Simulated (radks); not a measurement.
Values are calculated unless marked as measured or tabulated.
Question: Radial electron density D(r) = 4 pi r^2 rho(r) of an atom or ion with 46 electrons. Code: a radial shooting solver on a logarithmic mesh with Libxc functionals. Model: scalar-relativistic Kohn-Sham, SCAN, spin-polarised, spherical densities, finite nucleus; meta-GGA in the generalised Kohn-Sham scheme; Fermi nuclear charge, rms radius of each element as measured or else 0.836 A^(1/3) + 0.57 fm.

```
   r/bohr * D(r) (the largest magnitude, 121, reaches the edge; | marks zero)
 0.002842 |          *
 0.003642 |               *
  0.00463 |                    *
 0.005934 |                          *
 0.007604 |                                *
 0.009666 |                                     *
  0.01239 |                                        *
  0.01587 |                                        *
  0.02018 |                                      *
  0.02586 |                                    *
  0.03314 |                                      *
  0.04246 |                                             *
  0.05398 |                                                     *
  0.06917 |                                                      *
  0.08864 |                                               *
   0.1127 |                                          *
   0.1444 |                                              *
   0.1851 |                                                *
   0.2352 |                                   *
   0.3015 |                    *
   0.3863 |                   *
    0.495 |                     *
   0.6293 |             *
   0.8064 |   *
    1.033 |*
    1.314 *
    1.684 *
```

What is the nuclear charge?

Answer: Z = 68. The innermost maximum, from 1s, lies near gamma/Z bohr with gamma = sqrt(1 - (Z/c)^2) = 0.868, here 0.0128 bohr (found: 0.0140), and its height grows with Z. The density is that of the erbium ion Er22+ in [Kr] 4d10; the configuration itself is not fixed sharply by these data, and Z only to a few units. D(r) has 4 maxima, at r = 0.0140, 0.0628, 0.172, 0.461 bohr, and minima at 0.0267, 0.115, 0.340 bohr, inside which lie 1.92, 11.21, 28.99 electrons.
